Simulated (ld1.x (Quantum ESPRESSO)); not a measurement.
Te (Z = 52), TM: configuration errors across variants

```
Element                 : tellurium (Te)
Generator               : ld1.x (Quantum ESPRESSO) 7.5
Type                    : norm-conserving Troullier–Martins (Kleinman–Bylander form)
Functional              : LDA (PZ)
Relativity              : scalar-relativistic
Frozen core             : [Kr] 4d10
Valence charge          : 6
Reference configuration : 5s2 5p4
Partial waves           : 5p (bound): rc 1.80 bohr; 5d channel at 0.5 Ry: rc 1.50 bohr; 5s (bound): rc 1.75 bohr
Local potential         : the s channel
Core correction         : Bessel-smoothed model core inside 1.35 bohr
```

All-electron excitation energies from the reference (eV): (1) 5s2 5p3 9.916; (2) 5s2 5p2 28.089; (3) 5s2 5p1 55.321; (4) 5s1 5p5 9.353; (5) 5s0 5p6 18.915; (6) 5s1 5p4 19.846; (7) 5s2 5p3.5 3.985; (8) 5s2 5p4 spin -0.480; (9) 5s2 5p3 spin 8.605.

Spin tests fill each open shell by Hund’s rule, majority spin first.

A true bound ghost makes a file unfit for plane-wave use even where its test errors are small: the radial tests pick states by their node count and pass the ghost by.

Errors AE − PS in meV (a dash: test not solved or not reliable):

```tsv
change	(1)	(2)	(3)	(4)	(5)	(6)	(7)	(8)	(9)	bound ghosts
base	-4.1	-22	-80	-7.7	-29	-17	-1.3	-0.4	-8.3	d
type TM semilocal	-3.3	-19	-75	-7.1	-26	-14	-1.1	-0.3	-8.1	none
wave 5p (bound): rc 1.80 bohr becomes 5p (bound): rc 1.70 bohr	-4.1	-23	-86	-5.9	-21	-15	-1.2	-2.0	-13	d
wave 5s (bound): rc 1.75 bohr becomes 5s (bound): rc 1.70 bohr	-4.0	-22	-79	-8.0	-30	-17	-1.3	-0.3	-8.2	d
all radii but the core radius scaled by about 1.40 (s 2.46, p 2.52, d 2.10 bohr)	-2.1	-11	-47	-21	-89	-29	-0.9	-0.5	-6.6	none
wave 5d channel at 0.5 Ry: rc 1.50 bohr becomes 5d channel at 0.01 Ry: rc 1.50 bohr	-4.1	-22	-80	-7.7	-29	-17	-1.3	-0.4	-8.3	d
core correction Bessel-smoothed model core inside 1.40 bohr	-4.1	-22	-80	-7.7	-29	-17	-1.3	-0.3	-8.1	d
wave 5d channel at 0.5 Ry: rc 1.50 bohr becomes 5d channel at 0.5 Ry: rc 2.12 bohr	-4.1	-22	-80	-7.7	-29	-17	-1.3	-0.4	-8.3	d
wave 5d channel at 0.5 Ry: rc 1.50 bohr becomes 5d channel at 0.45 Ry: rc 1.50 bohr	-4.1	-22	-80	-7.7	-29	-17	-1.3	-0.4	-8.3	d
wave 5d channel at 0.5 Ry: rc 1.50 bohr becomes 5d channel at 0.5 Ry: rc 2.28 bohr	-4.1	-22	-80	-7.7	-29	-17	-1.3	-0.4	-8.3	none
```

Question: Give the same row for: all radii but the core radius scaled by about 0.94 (s 1.64, p 1.70, d 1.42 bohr).

Answer: -4.0, -23, -83, -6.3, -24, -15, -1.2, -2.0, -13; bound ghosts: none.
